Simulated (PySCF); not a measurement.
Isomers of C4H7FO2S.

All values: B3LYP/def2-SVPD (PySCF) at GFN2-xTB geometries, gas phase, one conformer each. Core orbitals are frozen in the response; Δα² is half the sum of the squared differences of the principal polarisabilities.

**Question.** Rank by dipole moment, highest first.
A. `[CH3:1][O:2][C:3](=[S:4])[C@H:5]([F:6])[O:7][CH3:8]` with C1–O2–C3–S4 0°, O2–C3–C5–F6 46°, C3–C5–O7–C8 -171°
B. `[CH3:1][C@@H:2]1[CH2:3][S:4](=[O:5])(=[O:6])[C@@H:7]1[F:8]` with C1–C2–C3–S4 -95°, C2–C3–S4–O5 94°, C3–S4–C7–F8 136°, C1–C2–C7–S4 96°
C. `[CH3:1][O:2][C@@H:3]1[C@@H:4]([F:5])[CH2:6][S@@:7]1=[O:8]` with C1–O2–C3–C4 176°, O2–C3–C4–F5 103°, C3–C4–C6–S7 19°, C4–C6–S7–O8 88°, O2–C3–S7–C6 133°
D. `[CH3:1][C@@H:2]1[CH2:3][S:4](=[O:5])(=[O:6])[C@H:7]1[F:8]` with C1–C2–C3–S4 -96°, C2–C3–S4–O5 90°, C3–S4–C7–F8 -97°, C1–C2–C7–S4 97°

**Answer.** B (5.24 D), D (5.04 D), C (2.41 D), A (1.05 D).

**Question.** Rank by mean static polarisability, lowest first.
A. `[CH3:1][C@@H:2]1[CH2:3][S:4](=[O:5])(=[O:6])[C@H:7]1[F:8]` with C1–C2–C3–S4 -96°, C2–C3–S4–O5 90°, C3–S4–C7–F8 -97°, C1–C2–C7–S4 97°
B. `[CH3:1][O:2][C@@H:3]1[C@@H:4]([F:5])[CH2:6][S@@:7]1=[O:8]` with C1–O2–C3–C4 176°, O2–C3–C4–F5 103°, C3–C4–C6–S7 19°, C4–C6–S7–O8 88°, O2–C3–S7–C6 133°
C. `[CH3:1][O:2][C:3](=[S:4])[C@H:5]([F:6])[O:7][CH3:8]` with C1–O2–C3–S4 0°, O2–C3–C5–F6 46°, C3–C5–O7–C8 -171°

**Answer.** A (10.68 Å³), B (11.45 Å³), C (12.12 Å³).

All values together:

```csv
SMILES,μ (D),HOMO (eV),LUMO (eV),α (Å³),Δα (Å³)
C[C@@H]1CS(=O)(=O)[C@@H]1F,5.24,-8.32,-0.32,10.68,1.89
CO[C@@H]1[C@@H](F)C[S@@]1=O,2.41,-6.65,-0.48,11.45,2.92
COC(=S)[C@H](F)OC,1.05,-6.69,-2.00,12.12,3.85
C[C@@H]1CS(=O)(=O)[C@H]1F,5.04,-8.29,-0.07,10.68,1.91
```

Conformers: `[CH3:1][C@@H:2]1[CH2:3][S:4](=[O:5])(=[O:6])[C@@H:7]1[F:8]` with C1–C2–C3–S4 -95°, C2–C3–S4–O5 94°, C3–S4–C7–F8 136°, C1–C2–C7–S4 96°; `[CH3:1][O:2][C@@H:3]1[C@@H:4]([F:5])[CH2:6][S@@:7]1=[O:8]` with C1–O2–C3–C4 176°, O2–C3–C4–F5 103°, C3–C4–C6–S7 19°, C4–C6–S7–O8 88°, O2–C3–S7–C6 133°; `[CH3:1][O:2][C:3](=[S:4])[C@H:5]([F:6])[O:7][CH3:8]` with C1–O2–C3–S4 0°, O2–C3–C5–F6 46°, C3–C5–O7–C8 -171°; `[CH3:1][C@@H:2]1[CH2:3][S:4](=[O:5])(=[O:6])[C@H:7]1[F:8]` with C1–C2–C3–S4 -96°, C2–C3–S4–O5 90°, C3–S4–C7–F8 -97°, C1–C2–C7–S4 97°.
